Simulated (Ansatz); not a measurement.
Reaction (hydrogenolysis of a Ge–F bond): `O[SiH2][GeH2][F]` + H₂ → `O[SiH2][GeH3]` + H–F

Gas-phase electronic energies from Ansatz, PBE0-D4/def2-TZVP geometries. CBS: MP2 limit from def2 TZ/QZ plus the TZ coupled-cluster correction, frozen cores. This one scheme is used for every species. For Ge outer-core shells are correlated without core-valence functions, which leaves a few kJ/mol of doubt a bond. Scalar relativity is left out up to krypton. One conformer a species, not always the lowest.

```tsv
species	HF/CBS(def2) energy (Eh)
`O[SiH2][GeH2][F]`	-2541.75371
H₂	-1.13356
`O[SiH2][GeH3]`	-2442.80458
H–F	-100.07071
```

Question: Work out ΔE.

Answer: ΔE = (-2442.80458) + (-100.07071) − (-2541.75371) − (-1.13356) = 0.01198 Eh = +31.5 kJ/mol. CCSD(T)/CBS gives +26.8 kJ/mol.

Largest T1 diagnostic among the species: 0.012.

From PBE to PBE0 (25 % exact exchange), in def2-TZVPP and without D4, ΔE moves by −7.5 kJ/mol.
